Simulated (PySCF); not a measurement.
## Cl²⁺: ionisation energy

Cl²⁺ [Ne] 3s2 3p3 (4S) → Cl³⁺ [Ne] 3s2 3p2 (3P), as a difference of total energies. Computed with PySCF 2.14 in aug-cc-pCVTZ-DK (8s7p5d3f, 75 functions), with the spin-free X2C one-electron Hamiltonian (Gaussian nucleus). Correlated levels: valence: [Ne] frozen. The calculations carry no spin-orbit coupling.

Question: Order these methods by the ionisation energy they give, lowest first.
A. MP2 (valence)
B. SCS-MP2 (valence)
C. UHF
D. CCSD (valence)

Answer: C (38.957 eV), B (39.414 eV), D (39.545 eV), A (39.614 eV).

A first-order spin-orbit estimate (lowest level to lowest level, LS coupling) adds -0.101 eV.

Errors of the correlated levels include the incompleteness of this basis and the frozen core.

For comparison: 39.8 ± 0.11 eV (semi-empirical (NIST evaluation); NIST Atomic Spectra Database, ionization energies).
